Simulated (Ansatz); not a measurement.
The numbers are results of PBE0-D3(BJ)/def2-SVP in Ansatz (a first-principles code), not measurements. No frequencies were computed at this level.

Ansatz 0.2 input:
```yaml
crystal:
  periodic: [false, false, false]
  atoms:
    - { symbol: Ge, position_ang: [2.03812, 0.214607, -0.280755] }
    - { symbol: Ge, position_ang: [0.004473, -0.456445, 0.76321] }
    - { symbol: Ge, position_ang: [-2.040522, 0.137447, -0.302776] }
    - { symbol: H, position_ang: [3.20827, -0.644455, 0.095122] }
    - { symbol: H, position_ang: [1.985405, 0.176225, -1.779966] }
    - { symbol: H, position_ang: [2.447485, 1.617671, 0.056392] }
    - { symbol: H, position_ang: [0.030467, -1.954467, 0.972882] }
    - { symbol: H, position_ang: [-0.013421, 0.054728, 2.186795] }
    - { symbol: H, position_ang: [-2.058342, -0.15773, -1.773826] }
    - { symbol: H, position_ang: [-3.22951, -0.58386, 0.257665] }
    - { symbol: H, position_ang: [-2.372423, 1.596281, -0.194743] }
basis:
  gaussian: { orbitals: def2-svp }
hamiltonian:
  xc: pbe0
  dispersion: d3bj
relax:
  max_steps: 150
```

Output:

```
Functional definition: PBE0
1460 factors; integrals over basis functions are off by at most 3.6e-4 eV
mean field evaluation 1: about -169641.5275 eV, gradient 2.2e1 eV
mean field evaluation 2: about -169641.7947 eV, gradient 1.9e1 eV
mean field evaluation 4: about -169642.1422 eV, gradient 3.4e-1 eV
mean field evaluation 8: about -169642.1422 eV, gradient 1.8e-2 eV
mean field -169642.14215480 eV, -6234.2337366150 hartree, gradient 1.1e-5 eV, S^2 0.000000; 0 other end points of the search recorded, 0 dependent functions left out
reference -169642.14218905 eV, -6234.2337378737 hartree; 52, 52 occupied and 84, 84 virtual orbitals, 1460 factors
relax step   1: F+E_penalty+E_count = -169642.35919532 eV  Δ(F+E_penalty+E_count) = +0.000e0 eV  max|allowed force component| = 7.991e-1 eV/Å  Δτ_max = 0.0000 Å  (23 SCF iters, accepted)
these checks for a lower state are left out or cut short: starts, cluster_reference, orbital_swaps, neighbouring_geometries, increment
1460 factors; integrals over basis functions are off by at most 3.7e-4 eV
mean field evaluation 16: about -169642.3307 eV, gradient 8.3e-2 eV
mean field -169642.32616568 eV, -6234.2404988902 hartree, gradient 4.4e-5 eV, S^2 0.000000; 0 other end points of the search recorded, 0 dependent functions left out
reference -169642.32619968 eV, -6234.2405001398 hartree; 52, 52 occupied and 84, 84 virtual orbitals, 1460 factors
relax step   2: F+E_penalty+E_count = -169642.54467735 eV  Δ(F+E_penalty+E_count) = -1.855e-1 eV  max|allowed force component| = 1.613e-1 eV/Å  Δτ_max = 0.1398 Å  (23 SCF iters, accepted)
these checks for a lower state are left out or cut short: starts, cluster_reference, orbital_swaps, neighbouring_geometries, increment
1460 factors; integrals over basis functions are off by at most 3.8e-4 eV
mean field -169642.34492344 eV, -6234.2411882251 hartree, gradient 2.0e-5 eV, S^2 0.000000; 0 other end points of the search recorded, 0 dependent functions left out
reference -169642.34495771 eV, -6234.2411894846 hartree; 52, 52 occupied and 84, 84 virtual orbitals, 1460 factors
relax step   3: F+E_penalty+E_count = -169642.56097575 eV  Δ(F+E_penalty+E_count) = -1.630e-2 eV  max|allowed force component| = 4.068e-2 eV/Å  Δτ_max = 0.0885 Å  (22 SCF iters, accepted)
these checks for a lower state are left out or cut short: starts, cluster_reference, orbital_swaps, neighbouring_geometries, increment
1460 factors; integrals over basis functions are off by at most 3.7e-4 eV
mean field -169642.35335919 eV, -6234.2414982333 hartree, gradient 3.1e-5 eV, S^2 0.000000; 0 other end points of the search recorded, 0 dependent functions left out
reference -169642.35339332 eV, -6234.2414994874 hartree; 52, 52 occupied and 84, 84 virtual orbitals, 1460 factors
relax step   4: F+E_penalty+E_count = -169642.57094405 eV  Δ(F+E_penalty+E_count) = -9.968e-3 eV  max|allowed force component| = 2.558e-2 eV/Å  Δτ_max = 0.1269 Å  (21 SCF iters, accepted)
these checks for a lower state are left out or cut short: starts, cluster_reference, orbital_swaps, neighbouring_geometries, increment
1460 factors; integrals over basis functions are off by at most 3.7e-4 eV
mean field evaluation 32: about -169642.3542 eV, gradient 8.4e-2 eV
mean field -169642.35425756 eV, -6234.2415312475 hartree, gradient 7.4e-5 eV, S^2 0.000000; 0 other end points of the search recorded, 0 dependent functions left out
reference -169642.35429153 eV, -6234.2415324959 hartree; 52, 52 occupied and 84, 84 virtual orbitals, 1460 factors
relax step   5: F+E_penalty+E_count = -169642.57410318 eV  Δ(F+E_penalty+E_count) = -3.159e-3 eV  max|allowed force component| = 1.616e-1 eV/Å  Δτ_max = 0.1937 Å  (21 SCF iters, accepted)
these checks for a lower state are left out or cut short: starts, cluster_reference, orbital_swaps, neighbouring_geometries, increment
1460 factors; integrals over basis functions are off by at most 3.7e-4 eV
mean field -169642.35685177 eV, -6234.2416265833 hartree, gradient 1.9e-5 eV, S^2 0.000000; 0 other end points of the search recorded, 0 dependent functions left out
reference -169642.35688576 eV, -6234.2416278324 hartree; 52, 52 occupied and 84, 84 virtual orbitals, 1460 factors
relax step   6: F+E_penalty+E_count = -169642.57617330 eV  Δ(F+E_penalty+E_count) = -2.070e-3 eV  max|allowed force component| = 5.612e-2 eV/Å  Δτ_max = 0.0318 Å  (22 SCF iters, accepted)
these checks for a lower state are left out or cut short: starts, cluster_reference, orbital_swaps, neighbouring_geometries, increment
1460 factors; integrals over basis functions are off by at most 3.7e-4 eV
mean field -169642.35901106 eV, -6234.2417059357 hartree, gradient 2.1e-5 eV, S^2 0.000000; 0 other end points of the search recorded, 0 dependent functions left out
reference -169642.35904512 eV, -6234.2417071872 hartree; 52, 52 occupied and 84, 84 virtual orbitals, 1460 factors
relax step   7: F+E_penalty+E_count = -169642.57812099 eV  Δ(F+E_penalty+E_count) = -1.948e-3 eV  max|allowed force component| = 4.834e-3 eV/Å  Δτ_max = 0.0600 Å  (22 SCF iters, accepted)
these checks for a lower state are left out or cut short: starts, cluster_reference, orbital_swaps, neighbouring_geometries, increment
1460 factors; integrals over basis functions are off by at most 3.9e-4 eV
mean field -169642.35912970 eV, -6234.2417102953 hartree, gradient 7.6e-5 eV, S^2 0.000000; 0 other end points of the search recorded, 0 dependent functions left out
reference -169642.35916400 eV, -6234.2417115559 hartree; 52, 52 occupied and 84, 84 virtual orbitals, 1460 factors
relax step   8: F+E_penalty+E_count = -169642.57792920 eV  Δ(F+E_penalty+E_count) = +1.918e-4 eV  max|allowed force component| = 1.443e-1 eV/Å  Δτ_max = 0.1873 Å  (21 SCF iters, rejected (line search))
these checks for a lower state are left out or cut short: starts, cluster_reference, orbital_swaps, neighbouring_geometries, increment
1460 factors; integrals over basis functions are off by at most 3.8e-4 eV
mean field -169642.36051269 eV, -6234.2417611195 hartree, gradient 2.3e-5 eV, S^2 0.000000; 0 other end points of the search recorded, 0 dependent functions left out
reference -169642.36054689 eV, -6234.2417623761 hartree; 52, 52 occupied and 84, 84 virtual orbitals, 1460 factors
relax step   9: F+E_penalty+E_count = -169642.57939781 eV  Δ(F+E_penalty+E_count) = -1.277e-3 eV  max|allowed force component| = 4.381e-2 eV/Å  Δτ_max = 0.0920 Å  (21 SCF iters, accepted)
these checks for a lower state are left out or cut short: starts, cluster_reference, orbital_swaps, neighbouring_geometries, increment
1460 factors; integrals over basis functions are off by at most 3.8e-4 eV
mean field -169642.35971291 eV, -6234.2417317282 hartree, gradient 2.7e-5 eV, S^2 0.000000; 0 other end points of the search recorded, 0 dependent functions left out
reference -169642.35974720 eV, -6234.2417329882 hartree; 52, 52 occupied and 84, 84 virtual orbitals, 1460 factors
relax step  10: F+E_penalty+E_count = -169642.57849964 eV  Δ(F+E_penalty+E_count) = +8.982e-4 eV  max|allowed force component| = 9.492e-2 eV/Å  Δτ_max = 0.0976 Å  (21 SCF iters, rejected (line search))
these checks for a lower state are left out or cut short: starts, cluster_reference, orbital_swaps, neighbouring_geometries, increment
1460 factors; integrals over basis functions are off by at most 3.8e-4 eV
mean field evaluation 64: about -169642.3613 eV, gradient 2.0e-5 eV
mean field -169642.36127328 eV, -6234.2417890706 hartree, gradient 2.0e-5 eV, S^2 0.000000; 0 other end points of the search recorded, 0 dependent functions left out
reference -169642.36130750 eV, -6234.2417903281 hartree; 52, 52 occupied and 84, 84 virtual orbitals, 1460 factors
relax step  11: F+E_penalty+E_count = -169642.58010460 eV  Δ(F+E_penalty+E_count) = -7.068e-4 eV  max|allowed force component| = 2.936e-2 eV/Å  Δτ_max = 0.0475 Å  (22 SCF iters, accepted)
these checks for a lower state are left out or cut short: starts, cluster_reference, orbital_swaps, neighbouring_geometries, increment
1460 factors; integrals over basis functions are off by at most 3.8e-4 eV
mean field -169642.36131958 eV, -6234.2417907722 hartree, gradient 1.9e-5 eV, S^2 0.000000; 0 other end points of the search recorded, 0 dependent functions left out
reference -169642.36135389 eV, -6234.2417920329 hartree; 52, 52 occupied and 84, 84 virtual orbitals, 1460 factors
relax step  12: F+E_penalty+E_count = -169642.58009031 eV  Δ(F+E_penalty+E_count) = +1.430e-5 eV  max|allowed force component| = 3.317e-2 eV/Å  Δτ_max = 0.0402 Å  (22 SCF iters, rejected (line search))
these checks for a lower state are left out or cut short: starts, cluster_reference, orbital_swaps, neighbouring_geometries, increment
1460 factors; integrals over basis functions are off by at most 3.8e-4 eV
mean field -169642.36152289 eV, -6234.2417982436 hartree, gradient 3.2e-5 eV, S^2 0.000000; 0 other end points of the search recorded, 0 dependent functions left out
reference -169642.36155715 eV, -6234.2417995027 hartree; 52, 52 occupied and 84, 84 virtual orbitals, 1460 factors
relax step  13: F+E_penalty+E_count = -169642.58033243 eV  Δ(F+E_penalty+E_count) = -2.278e-4 eV  max|allowed force component| = 2.039e-2 eV/Å  Δτ_max = 0.0197 Å  (22 SCF iters, accepted)
these checks for a lower state are left out or cut short: starts, cluster_reference, orbital_swaps, neighbouring_geometries, increment
1460 factors; integrals over basis functions are off by at most 3.8e-4 eV
mean field -169642.36159628 eV, -6234.2418009408 hartree, gradient 3.1e-5 eV, S^2 0.000000; 0 other end points of the search recorded, 0 dependent functions left out
reference -169642.36163058 eV, -6234.2418022011 hartree; 52, 52 occupied and 84, 84 virtual orbitals, 1460 factors
relax step  14: F+E_penalty+E_count = -169642.58041709 eV  Δ(F+E_penalty+E_count) = -8.467e-5 eV  max|allowed force component| = 1.915e-2 eV/Å  Δτ_max = 0.0244 Å  (21 SCF iters, accepted)
these checks for a lower state are left out or cut short: starts, cluster_reference, orbital_swaps, neighbouring_geometries, increment
1460 factors; integrals over basis functions are off by at most 3.8e-4 eV
mean field -169642.36162829 eV, -6234.2418021168 hartree, gradient 7.7e-6 eV, S^2 0.000000; 0 other end points of the search recorded, 0 dependent functions left out
reference -169642.36166260 eV, -6234.2418033777 hartree; 52, 52 occupied and 84, 84 virtual orbitals, 1460 factors
relax step  15: F+E_penalty+E_count = -169642.58045989 eV  Δ(F+E_penalty+E_count) = -4.279e-5 eV  max|allowed force component| = 1.581e-2 eV/Å  Δτ_max = 0.0125 Å  (21 SCF iters, accepted)
these checks for a lower state are left out or cut short: starts, cluster_reference, orbital_swaps, neighbouring_geometries, increment
1460 factors; integrals over basis functions are off by at most 3.8e-4 eV
mean field -169642.36161164 eV, -6234.2418015051 hartree, gradient 8.1e-6 eV, S^2 0.000000; 0 other end points of the search recorded, 0 dependent functions left out
reference -169642.36164596 eV, -6234.2418027664 hartree; 52, 52 occupied and 84, 84 virtual orbitals, 1460 factors
relax step  16: F+E_penalty+E_count = -169642.58050289 eV  Δ(F+E_penalty+E_count) = -4.300e-5 eV  max|allowed force component| = 8.080e-3 eV/Å  Δτ_max = 0.0136 Å  (21 SCF iters, accepted)
1460 factors; integrals over basis functions are off by at most 3.8e-4 eV
mean field evaluation 96: about -169642.3584 eV, gradient 2.0e0 eV
mean field -169642.36161164 eV, -6234.2418015051 hartree, gradient 8.1e-6 eV, S^2 0.000000; 1 other end points of the search recorded, 0 dependent functions left out
reference -169642.36164596 eV, -6234.2418027664 hartree; 52, 52 occupied and 84, 84 virtual orbitals, 1460 factors
Total energy: -169642.58053721 eV, -6234.2498468713 hartree
Atom 0 at     1.990187     0.253150    -0.291464 Å, force     0.008080     0.005422     0.001529 eV/Å
Atom 1 at     0.007056    -0.630960     0.785157 Å, force     0.000479    -0.001241     0.001157 eV/Å
Atom 2 at    -1.995765     0.212244    -0.287971 Å, force    -0.002206     0.000790     0.002525 eV/Å
Atom 3 at     3.269749    -0.288254     0.373560 Å, force    -0.005242     0.002408    -0.002705 eV/Å
Atom 4 at     2.000489    -0.143894    -1.779578 Å, force    -0.001136    -0.000416     0.001930 eV/Å
Atom 5 at     1.995791     1.790716    -0.195997 Å, force    -0.000858    -0.007527    -0.000471 eV/Å
Atom 6 at     0.022781    -2.171627     0.712633 Å, force    -0.001205     0.002653    -0.000092 eV/Å
Atom 7 at     0.004795    -0.227850     2.273942 Å, force     0.000532     0.000102    -0.001479 eV/Å
Atom 8 at    -2.022623    -0.227160    -1.763661 Å, force     0.000321    -0.000025    -0.002139 eV/Å
Atom 9 at    -3.262384    -0.317894     0.409366 Å, force     0.000369     0.000361    -0.001361 eV/Å
Atom 10 at    -2.010073     1.751532    -0.235988 Å, force     0.000867    -0.002525     0.001106 eV/Å
Dipole moment:    -0.000485    -0.006941     0.008476 e Å
```

Cost: roughly 3 core-minutes.
